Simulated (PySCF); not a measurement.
These are TPSSh-D3(BJ)/def2-TZVP // r2SCAN-D4/def2-SVP run with PySCF values and carry that method's errors. Gas-phase values, no solvent. One relaxed conformer stands for a flexible species; it need not be the lowest. 

Reference species: [Sc(Cl)3] (neutral, multiplicity 1).

```
Item                                                            Value
------------------------------------------------------------  -------
mean distance from the central atom to its bonded neighbours  2.268 Å
charge on the central atom (Mulliken)                          1.17 e
charge on the central atom (meta-Löwdin)                       1.24 e
```

Changed species: [Sc(Cl)(OH)2] (2 of 3 Cl replaced by OH; the reference has 0 of 3 Cl replaced by OH).

Task: Give the shifts of the mean distance from the central atom to its bonded neighbours, charge on the central atom (Mulliken) and charge on the central atom (meta-Löwdin).

Result: the mean distance from the central atom to its bonded neighbours drops by 0.265 Å, to 2.003 Å; the charge on the central atom (Mulliken) rises by 0.21 e, to 1.38 e; the charge on the central atom (meta-Löwdin) goes up by 0.08 e, to 1.32 e.
